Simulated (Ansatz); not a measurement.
A geometry relaxed with PBE0-D4/def2-TZVP run with Ansatz (a quantum-chemistry and plane-wave program), charge 0, multiplicity 1:

```xyz
6

Br     0.8480     2.0057    -0.9906
Br    -1.3763     0.8160     1.5774
H     -0.8831    -1.5751    -0.7484
O     -0.5127    -0.7390    -1.0421
Br     1.7946    -0.7476     1.1263
Si     0.1294     0.2400     0.0773
```

### Question
Write the SMILES of this molecule.

### Answer
`O[Si](Br)(Br)Br`
